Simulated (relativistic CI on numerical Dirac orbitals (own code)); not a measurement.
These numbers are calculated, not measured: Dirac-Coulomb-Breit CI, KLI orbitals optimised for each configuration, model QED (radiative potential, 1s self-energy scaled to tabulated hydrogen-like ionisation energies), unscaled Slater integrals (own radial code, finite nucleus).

Configuration list (outside the closed core [Ar] 3d10): 4s2 4p4, 4s 4p5, 4s2 4p3 4d, 4p6, 4s 4p4 4d, 4s2 4p3 4f, 4s 4p4 4f, 4p5 4d, 4s 4p3 4d2, 4s2 4p2 4d 4f, 4p5 4f, 4s2 4p3 5s, 4p4 4d 4f, 4p5 5s, 4s2 4p3 5p, 4s 4p3 4f2, 4s 4p3 4d 5s, 4s 4p4 5s, 4s2 4p2 4f 5s, 4s2 4p3 5d, 4s 4p4 5p, 4s2 4p3 5f, 4s2 4p3 5g, 4s 4p4 5d, 4s2 4p3 6s, 4p4 4f 5s, 4s 4p4 5f, 4s2 4p2 4d2, 4s2 4p 4d3, 4s 4p2 4d3, 4s2 4p 4d2 4f, 4s 4p2 4d2 4f, 4s2 4p 4d2 5s, 4p4 4d2, 4p3 4d3, 4p3 4d2 4f, 4p3 4d2 5s, 4s2 4p2 4d 5s, 4s 4p2 4d2 5s, 4s2 4p 4d 4f 5s, 4s 4p2 4d 4f 5s, 4s2 4p 4d 5s2, 4p4 4d 5s, 4p3 4d 4f 5s, 4p3 4d 5s2, 4s2 4p2 5s2, 4s 4p2 4d 5s2, 4s2 4p 4f 5s2, 4s 4p2 4f 5s2. Double excitations out of closed p, d and f shells are left out; levels of such configurations are missing from the list, as are those of other unlisted configurations, and high levels can miss mixing partners. These lack a partner that the ground configuration has and come out too high: 4s2 4p3 5p, 4s2 4p3 5d, 4s 4p4 5p, 4s2 4p3 5f, 4s2 4p3 5g.

At this charge energies of transitions that change n are usually good to better than 1 %, and those within a shell (Δn = 0) to a few per cent.

Outline of the computed level scheme of Pm XXVIII. Lowest level of each configuration: 4s2 4p4 3P_2 at 0.000 eV; 4s 4p5 3P°_2 at 95.962 eV; 4s2 4p3 4d 3F°_2 at 107.306 eV.

Some strong electric-dipole decays among the lowest 45 levels: 4s2 4p3 4d 3P°_0 → 4s2 4p4 3P_1 (8.0e+11 s⁻¹); 4s2 4p3 4d 3D°_3 → 4s2 4p4 3P_2 (7.6e+11 s⁻¹); 4s2 4p3 4d 3P°_2 → 4s2 4p4 3P_2 (5.2e+11 s⁻¹); 4s2 4p3 4d 3P°_1 → 4s2 4p4 3P_1 (5.2e+11 s⁻¹); 4s2 4p3 4d 1D°_2 → 4s2 4p4 3P_1 (3.8e+11 s⁻¹); 4s2 4p3 4d 3P°_1 → 4s2 4p4 3P_2 (3.7e+11 s⁻¹); 4s2 4p3 4d 3D°_2 → 4s2 4p4 1D_2 (3.5e+11 s⁻¹); 4s2 4p3 4d 3S°_1 → 4s2 4p4 1S_0 (3.4e+11 s⁻¹).

LS names give the leading component of a level, which can be under half, so a name can repeat, a term be missing and a line seem to break the LS rules.
